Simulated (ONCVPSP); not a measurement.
# Pt (Z = 78), ONCV: configuration errors across variants

- Element: platinum (Pt)
- Generator: ONCVPSP 4.0.1
- Type: optimised norm-conserving Vanderbilt (ONCV)
- Functional: PBEsol
- Relativity: scalar-relativistic
- Frozen core: [Kr] 4d10 4f14
- Valence charge: 18
- Reference configuration: 5s2 5p6 5d9 (charge +1)
- Partial waves: 5s: rc 0.95 bohr, ncon 4, nbas 8, qcut 7 1/bohr, 2 projectors, debl 2.1 Ha; 5p: rc 1.75 bohr, ncon 3, nbas 7, qcut 9.2 1/bohr, 2 projectors, debl 1.4 Ha; 5d: rc 1.70 bohr, ncon 3, nbas 7, qcut 8.3 1/bohr, 1 projector; f scattering state at 0.04 Ha: rc 1.40 bohr, ncon 4, nbas 7, qcut 7.4 1/bohr, 2 projectors, debl 3.4 Ha
- Local potential: polynomial inside 0.60 bohr (lpopt 5, dvloc0 4 Ha)
- Core correction: Teter function, fcfact 5, rcfact 1.7

In the s channel the program set the typed energies aside and used -4.047, 0.250 Ha. In the p channel the program set the typed energies aside and used -2.364, 0.250 Ha.

All-electron excitation energies from the reference (eV): (1) 5s2 5p6 5d9 6s1 -9.226; (2) 5s2 5p6 5d8 19.997; (3) 5s2 5p6 5d7 52.245; (4) 5s2 5p6 5d9 6p1 -4.091.

A true bound ghost makes a file unfit for plane-wave use even where its test errors are small: the radial tests pick states by their node count and pass the ghost by.

Errors AE − PS in meV (a dash: test not solved or not reliable):

```csv
change,(1),(2),(3),(4),bound ghosts,GHOST(+) flags above zero
base,+0.7,-0.2,-3.6,+1.3,"s, p, f","d, f"
"all radii but the core radius scaled by about 0.82 (s 0.78, p 1.44, d 1.40, f 1.16 bohr); local potential polynomial inside 0.50 bohr (lpopt 5, dvloc0 4 Ha)",–,-6.4,-37,+1.3,"s, p, d, f","s, f"
"all radii but the core radius scaled by about 1.10 (s 1.04, p 1.92, d 1.86, f 1.54 bohr); local potential polynomial inside 0.66 bohr (lpopt 5, dvloc0 4 Ha)",+1.0,-2.2,-15,+1.3,"s, p","d, f"
"all radii but the core radius scaled by about 1.21 (s 1.14, p 2.12, d 2.06, f 1.68 bohr); local potential polynomial inside 0.72 bohr (lpopt 5, dvloc0 4 Ha)",+0.6,-3.5,-20,+1.5,s,p
"all radii but the core radius scaled by about 1.27 (s 1.22, p 2.22, d 2.16, f 1.78 bohr); local potential polynomial inside 0.76 bohr (lpopt 5, dvloc0 4 Ha)",+0.5,-3.8,-21,+1.5,s,p
```

Question: Give the same row for: all radii but the core radius scaled by about 0.90 (s 0.86, p 1.58, d 1.52, f 1.26 bohr); local potential polynomial inside 0.54 bohr (lpopt 5, dvloc0 4 Ha).

Answer: +0.6, -13, -67, +1.3; bound ghosts: s, p, d, f; GHOST(+) flags above zero: f.
